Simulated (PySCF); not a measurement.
C2H6AlCl, charge +1, doublet, geometry from GFN2-xTB (such geometries of metal compounds can be far from the true shape) (a state made from the parent by changing its charge; the spin is typed, not shown lowest). Base run: PBE0/STO-3G (PySCF).

PySCF was given this input:
```python
from pyscf import gto, scf, dft

mol = gto.M(
    atom='''
Al    0.091244   -0.104779    0.096178
C     1.983315   -0.847047   -0.125519
H     1.975511   -1.925332    0.039993
H     2.631427   -0.352767    0.600482
H     2.278661   -0.598749   -1.147671
C    -0.336721   -1.043797    1.861153
H    -0.491636   -2.104434    1.655017
H    -1.254391   -0.577458    2.227328
H     0.490321   -0.906274    2.559179
Cl   -0.982096    1.127777   -1.035203
''',
    basis='sto-3g',
    charge=1,
    spin=1,
    verbose=3,
)

mf = dft.UKS(mol)
mf.xc = 'pbe0'
mf.kernel()
```

The base run was repeated with changes; each row names its change, and settings that it needs were set with it.

```json
[
 {"change": "base", "ΔE vs base (µEh)": "0.0", "grid points": "125144", "electrons on the grid": "47.00002"},
 {"change": "grids.atom_grid = (99, 590)", "ΔE vs base (µEh)": "0.5", "grid points": "321528", "electrons on the grid": "47.00000"},
 {"change": "grids.radi_method = gauss_chebyshev", "ΔE vs base (µEh)": "-0.6", "grid points": "121896", "electrons on the grid": "47.00002"},
 {"change": "grids.level = 4", "ΔE vs base (µEh)": "0.5", "grid points": "208848", "electrons on the grid": "47.00000"},
 {"change": "grids.prune = dft.gen_grid.treutler_prune", "ΔE vs base (µEh)": "-3.3", "grid points": "111048", "electrons on the grid": "47.00002"},
 {"change": "small_rho_cutoff = 0", "ΔE vs base (µEh)": "0.0", "grid points": "125144", "electrons on the grid": "47.00002"},
 {"change": "grids.atom_grid = (75, 302)", "ΔE vs base (µEh)": "-1.9", "grid points": "144568", "electrons on the grid": "47.00004"},
 {"change": "grids.prune = dft.gen_grid.sg1_prune", "ΔE vs base (µEh)": "-3.4", "grid points": "51416", "electrons on the grid": "47.00008"},
 {"change": "grids.atom_grid = (50, 194)", "ΔE vs base (µEh)": "-70.9", "grid points": "65744", "electrons on the grid": "47.00008"},
 {"change": "grids.prune = off", "ΔE vs base (µEh)": "-0.1", "grid points": "205344", "electrons on the grid": "47.00002"},
 {"change": "grids.radi_method = mura_knowles", "ΔE vs base (µEh)": "-0.2", "grid points": "117936", "electrons on the grid": "47.00002"}
]
```

Open shells are given as the SCF converged; they aren't shown to be the lowest states, and a large step between rows can be another state.
